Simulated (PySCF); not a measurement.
AgI, SMILES [Ag][I], multiplicity 1.

The structure is a stationary point at PBE0-D3(BJ)/def2-TZVP. The multiplicity is an assumed one; other spin states were not compared. The def2 effective core potentials stand for the cores of Ag, I; spin–orbit coupling is left out.

These are PBE0-D3(BJ)/def2-TZVP (PySCF) values and carry that method's errors.

Frequencies are harmonic and unscaled.

Computed harmonic wavenumbers and intensities:
```
mode  ν (cm⁻¹)  IR (km/mol)  Raman (Å⁴/amu)  depolarisation  moving atoms (share of kinetic energy)
----  --------  -----------  --------------  --------------  --------------------------------------
1          200          5.5             8.4            0.28                         Ag 54 %, I 46 %
```
